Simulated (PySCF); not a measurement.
C2H12N2Si2, SMILES C[SiH2]CN[SiH2]N.

Geometry optimised at PBE0-D3(BJ)/def2-SVP. The structure was generated by enumeration, and PubChem lists no compound with its InChIKey, so it may never have been made. One conformer was computed; it need not be the lowest.

The numbers are results of TDA-M06-2X/def2-SVPD (PySCF 2.14.0), not measurements.

Vertical excitations. Gas-phase values at a fixed geometry.

Problem. Give excitation energies, oscillator strengths and character. (An estimate is asked for; the answer gives what the named calculation found.)

Solution. 
```csv
state,energy (eV),λ (nm),f,main pairs
S1,5.91,210,0.009,HOMO→LUMO 69 %
S2,6.48,191,0.081,"HOMO→LUMO+1 70 %, HOMO→LUMO 13 %"
S3,6.73,184,0.021,"HOMO−1→LUMO 42 %, HOMO−1→LUMO+1 41 %"
S4,7.00,177,0.023,HOMO→LUMO+3 65 %
S5,7.09,175,0.049,"HOMO→LUMO+2 45 %, HOMO→LUMO+5 21 %, HOMO→LUMO+3 18 %"
S6,7.21,172,0.040,"HOMO→LUMO+5 39 %, HOMO→LUMO+4 21 %, HOMO→LUMO+2 19 %"
T1,5.73,216,0,"HOMO→LUMO 58 %, HOMO→LUMO+1 13 %"
T2,6.23,199,0,"HOMO→LUMO+1 55 %, HOMO→LUMO 19 %"
```
Triplets are in the Tamm–Dancoff approximation.
